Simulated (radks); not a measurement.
Results of a calculation; reference values are marked as such.
Species: Tl5+. Configuration: [Xe] 4f14 5d8. Code: a radial shooting solver on a logarithmic mesh with Libxc functionals. Model: non-relativistic Kohn-Sham, PBE, spin-polarised, spherical densities, point nucleus; open shells are filled with parallel spins first (spin-orbit coupling, left out, can overturn this in heavy ions); relativity is left out, which matters for an element this heavy.

Radial electron density D(r) = 4 pi r^2 rho(r):

r (bohr),D(r) (e/bohr),spin D(r)
0.001905,12.79,-0.0000521
0.002501,20.01,-0.0000815
0.003309,30.74,-0.000125
0.004378,45.30,-0.000184
0.005793,63.18,-0.000257
0.007665,82.10,-0.000335
0.01014,97.55,-0.000396
0.01342,104.4,-0.000388
0.01775,101.2,-0.0001000
0.02349,95.91,0.00137
0.03083,102.5,0.00699
0.0408,126.0,0.0258
0.05398,145.9,0.0741
0.07142,138.0,0.161
0.0945,121.6,0.242
0.125,131.7,0.200
0.1654,133.2,0.0274
0.2189,95.01,0.0504
0.2896,82.87,0.414
0.3802,94.04,0.444
0.503,65.08,0.0116
0.6656,30.87,0.398
0.8806,22.98,1.68
1.165,16.82,2.08
1.542,7.095,1.18
2.04,1.639,0.327
2.699,0.1915,0.0402
3.571,0.008667,0.00172

D(r) has 4 maxima, at r = 0.0140, 0.0575, 0.147, 0.371 bohr, and minima at 0.0243, 0.0984, 0.267 bohr, inside which lie 1.94, 11.47, 30.57 electrons.
